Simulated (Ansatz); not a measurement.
`[F][Ga]([Cl])[SeH]` and `FB(Cl)[SeH]` differ in one element.

Ansatz, PBE0-D4/def2-TZVP geometries, multiplicity 1. Each molecule was computed in one conformer, which needn't be the lowest.

Scalar relativity is left out up to krypton. Spin–orbit coupling is left out; it splits and shifts lone-pair levels of the heavy atoms by tenths of an eV.

```tsv
property	`[F][Ga]([Cl])[SeH]`
HOMO–LUMO gap (PBE/def2-TZVPP) / eV	4.27
size of the dipole moment (B3LYP/def2-TZVPP) / D	2.24
LUMO energy (PBE/def2-TZVPP) / eV	-2.60
zero-point energy (PBE0-D4/def2-TZVP) / kJ/mol	30.9
HOMO energy (B3LYP/def2-TZVPP) / eV	-7.80
HOMO–LUMO gap (PBE0/def2-TZVPP) / eV	6.35
```

Problem. Give the same properties after the change, and the shifts. (An estimate is asked.)

Solution. Computed: 
```tsv
property	`FB(Cl)[SeH]`	shift
HOMO–LUMO gap (PBE/def2-TZVPP) / eV	4.96	0.69
size of the dipole moment (B3LYP/def2-TZVPP) / D	1.17	-1.07
LUMO energy (PBE/def2-TZVPP) / eV	-1.73	0.87
zero-point energy (PBE0-D4/def2-TZVP) / kJ/mol	43.6	12.7
HOMO energy (B3LYP/def2-TZVPP) / eV	-7.60	0.20
HOMO–LUMO gap (PBE0/def2-TZVPP) / eV	7.05	0.70
```

With PBE0 the HOMO rises by 0.19 eV and the LUMO rises by 0.89 eV, so the gap widens by about 0.70 eV. PBE moves the HOMO by 0.18 eV and ωB97M-V by 0.21 eV. Dipoles are sizes alone; their direction can turn.

Positive LUMOs are unbound, so they and the gaps depend on the basis.

B3LYP here is the variant with VWN-RPA as its local correlation; programs differ in this.
